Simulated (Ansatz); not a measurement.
Mulliken charges of `O[SiH2][SiH](F)Cl` from r2SCAN/def2-TZVPP in Ansatz (PBE0-D4/def2-TZVP geometry).

```tsv
atom	x (Å)	y (Å)	z (Å)	charge (e)
O1	0.855	1.027	1.529	-0.408
Si2	1.063	-0.100	0.344	0.404
Si3	-1.028	-0.548	-0.632	0.603
F4	-0.870	-1.214	-2.075	-0.310
Cl5	-1.922	1.294	-0.873	-0.256
H6	0.360	1.816	1.298	0.205
H7	1.975	0.364	-0.738	-0.084
H8	1.639	-1.298	1.000	-0.071
H9	-1.983	-1.386	0.131	-0.086
```

Q: By hand: the dipole of these point charges (1 e Å = 4.8032 D).

A: Σ q r = (0.185, -0.192, 0.247) e Å, of length 0.363 e Å = 1.74 D.

Q: How does the dipole of the full density compare? (An estimate is asked.)

A: Computed: (0.044, 0.058, 0.132) e Å, 0.72 D; the point charges give 2.42 times that, at 57° from its direction.

Point charges leave out the atoms' own dipoles, such as those of lone pairs, and Mulliken's split depends on the basis, so the two needn't agree.
